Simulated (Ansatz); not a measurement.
Born–Oppenheimer molecular dynamics of AlBrCl3H (6 atoms, charge 0, multiplicity 1). It starts at the highest image of a converged band, a first-order saddle point between two minima.

Method: RKS PBE0/def2-SVP (Ansatz).

```json
{
 "ensemble": "NVE (velocity Verlet)",
 "time step": "0.5 fs",
 "steps asked": "200",
 "starting velocities drawn for": "300 K",
 "seed": "8570"
}
```

First frame:

```xyz
6
Properties=species:S:1:pos:R:3
Al 0.020 -0.344 0.034
Cl 0.017 0.166 2.238
Cl 1.827 0.168 -0.883
Cl -1.815 0.083 -0.872
Br 0.076 -2.662 0.844
H 0.053 -1.439 1.985
```

**Question.** How far do the bonds stretch over the last three quarters of this one trajectory? (Pairs bonded in most of those frames.)

**Answer.** 
```json
{"bond": "Al1–Cl2", "mean (Å)": "2.148", "spread (Å)": "0.026", "shortest": "2.12", "longest": "2.19"}
{"bond": "Al1–Cl3", "mean (Å)": "2.100", "spread (Å)": "0.019", "shortest": "2.07", "longest": "2.13"}
{"bond": "Al1–Cl4", "mean (Å)": "2.104", "spread (Å)": "0.041", "shortest": "2.05", "longest": "2.17"}
{"bond": "Al1–Br5", "mean (Å)": "2.663", "spread (Å)": "0.168", "shortest": "2.43", "longest": "2.95"}
{"bond": "Br5–H6", "mean (Å)": "1.466", "spread (Å)": "0.067", "shortest": "1.36", "longest": "1.60"}
```

Mean temperature of the second half: 414 K. The conserved energy stayed within 0.12 meV per atom of its start (net change 0.042 meV per atom), so the integration is sound. The kinetic energy rose, since the run started high on the potential surface and went downhill. A run of 0.1 ps of so small a system gives no equilibrium averages. The orbitals stay closed-shell, which can raise the energy where a bond breaks towards radicals; this wasn't checked here.

The run took 5.8 min on 4 threads of Arm Neoverse V2, with other jobs on the host, peak memory 0.28 GiB.
